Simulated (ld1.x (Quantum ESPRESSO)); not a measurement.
**Plane-wave convergence, RRKJ potential for Bi (Z = 83)**

| Quantity | Value |
| --- | --- |
| Element | Bi (Z = 83) |
| Generator | ld1.x (Quantum ESPRESSO) 7.5 |
| Type | norm-conserving RRKJ (Kleinman–Bylander form) |
| Functional | PBE |
| Relativity | scalar-relativistic |
| Frozen core | [Xe] 4f14 |
| Valence charge | 15 |
| Reference configuration | 5d10 6s2 6p1.5 (charge +1.5) |
| Partial waves | 6p (bound): rc 1.85 bohr; 5d (bound): rc 1.55 bohr; 6s (bound): rc 1.65 bohr |
| Local potential | the s channel |
| Core correction | none |

The pseudo-atom Hamiltonian at the reference potential is diagonalised in spherical Bessel functions j_l(qr) that vanish at 20 bohr, with q² up to the cutoff. All-electron valence levels (Ry): 6p -1.1189, 5d -2.9202, 6s -1.9336.

**Question.** How do the lowest levels (Ry) of each channel move with the cutoff, and are there ghosts?

**Answer.**

```tsv
cutoff (Ry)	p #1	d #1	d #2	s #1	f #1	f #2	Σ f·Δε (mRy)
8	-1.0204	-0.9705	-0.2861	-1.8834	-0.1818	-0.0791	19745.9
12	-1.0256	-1.3144	-0.3293	-1.8972	-0.1820	-0.0793	16271.0
18	-1.0632	-1.9528	-0.3826	-1.9083	-0.1820	-0.0793	9808.1
21	-1.0810	-2.2282	-0.3987	-1.9171	-0.1820	-0.0793	7010.5
30	-1.1140	-2.7194	-0.4194	-1.9288	-0.1821	-0.0794	2025.3
40	-1.1186	-2.9004	-0.4243	-1.9297	-0.1821	-0.0794	206.8
50	-1.1187	-2.9192	-0.4247	-1.9321	-0.1821	-0.0794	13.3
60	-1.1189	-2.9201	-0.4247	-1.9330	-0.1821	-0.0794	2.9
70	-1.1189	-2.9201	-0.4247	-1.9331	-0.1821	-0.0794	2.4
90	-1.1189	-2.9202	-0.4247	-1.9334	-0.1821	-0.0794	1.0
110	-1.1189	-2.9202	-0.4247	-1.9335	-0.1821	-0.0794	0.6
400	-1.1189	-2.9202	-0.4247	-1.9336	-0.1821	-0.0794	0.0
```

Result: no extra level below or beside the all-electron valence levels (p, d, s, f tested); 10 mRy is reached at 55 Ry and 1 mRy at 90 Ry.
